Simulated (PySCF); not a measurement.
C6H13NO.
Numbering: `[CH3:1][CH2:2][CH2:3][CH2:4][NH:5][C:6]([CH3:7])=[O:8]` (hydrogens: H9, H10, H11 on C1; H12, H13 on C2; H14, H15 on C3; H16, H17 on C4; H18 on N5; H19, H20, H21 on C7)

Computed, not measured: PySCF 2.14.0, PBE0-D3(BJ)/def2-SVP geometry optimisation, gas phase.

(1) What internal coordinates does the optimisation give?

## Answers

(1) 
```tsv
bond	length (pm)	order
C1–C2	152.0	single
C2–C3	152.2	single
C3–C4	152.4	single
C4–N5	144.3	single
N5–C6	136.4	single
C6–C7	151.4	single
C6=O8	121.5	double
C1–H9, C1–H10, C1–H11	110.2	single
C2–H12, C2–H13	110.3	single
C3–H14, C3–H15	110.5	single
C4–H16, C4–H17	110.2	single
N5–H18	101.2	single
C7–H19, C7–H20, C7–H21	109.9	single
```

Bonds in one row agree within 1 pm and their mean is given. Orders are formal, as drawn. A selection of angles:
```tsv
angle	degrees
C2–C1–H9	111.3
H9–C1–H10	107.3
C1–C2–C3	113.3
C1–C2–H12	109.7
C3–C2–H12	109.0
H12–C2–H13	105.4
C2–C3–C4	113.8
C2–C3–H14	109.6
C4–C3–H14	109.5
C4–C3–H15	108.2
H14–C3–H15	105.6
C3–C4–N5	113.5
C3–C4–H16	110.2
N5–C4–H16	105.6
N5–C4–H17	109.7
H16–C4–H17	107.4
C4–N5–C6	122.6
C4–N5–H18	118.5
C6–N5–H18	118.6
N5–C6–C7	114.6
N5–C6–O8	122.8
C7–C6–O8	122.6
C6–C7–H19	108.6
C6–C7–H20	111.6
H19–C7–H20	109.6
H20–C7–H21	108.0
```

Dihedral angles: C1–C2–C3–C4 -179° (antiperiplanar); C2–C3–C4–N5 62° (synclinal); C3–C4–N5–C6 -110° (anticlinal); C4–N5–C6–C7 176° (antiperiplanar). The mirror-image conformer, all signs reversed, is as good.

Of the pairs four or more bonds apart, O8···H16 is among the closest relative to their van der Waals radii: 2.32 Å, 85 % of the sum of Bondi's values. The 2 C–N bonds span 1.364 Å (N5–C6, drawn single) to 1.443 Å (C4–N5, drawn single), a spread of 0.079 Å. N5 (amide nitrogen) is planar (angles 122.6°, 118.6° and 118.5°, sum 359.8°, 0.03 Å off the plane of its three neighbours).

Point group: C1 (no symmetry element, even within 0.4 Å). No PBE0-D3(BJ)/def2-SVP frequencies stand behind this structure, so it isn't proved a minimum. The numbers are those of one conformer.
